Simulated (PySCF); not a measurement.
Level of theory: B3LYP-D3(BJ)/def2-TZVP // PBE-D3(BJ)/def2-SVP run with PySCF 2.14.0. Isolated molecules, 0 K electronic values unless said otherwise. One relaxed conformer stands for a flexible species; it need not be the lowest. B3LYP has the VWN-RPA correlation part, as in Gaussian. 

Reference species: [Cd(NH2)(F)] (neutral, multiplicity 1).

| Item | Result |
|---|---|
| charge on the central atom (Mulliken) | 0.88 e |
| mean distance from the central atom to its bonded neighbours | 1.981 Å |
| coordination number | 2 |

Changed species: [Cd(NH2)(Cl)] (Y = Cl; the reference has Y = F).

Problem. Give the shifts of the charge on the central atom (Mulliken), mean distance from the central atom to its bonded neighbours and coordination number.

Solution. the charge on the central atom (Mulliken) decreases by 0.12 e, to 0.76 e; the mean distance from the central atom to its bonded neighbours rises by 0.183 Å, to 2.164 Å; the coordination number stays essentially unchanged.
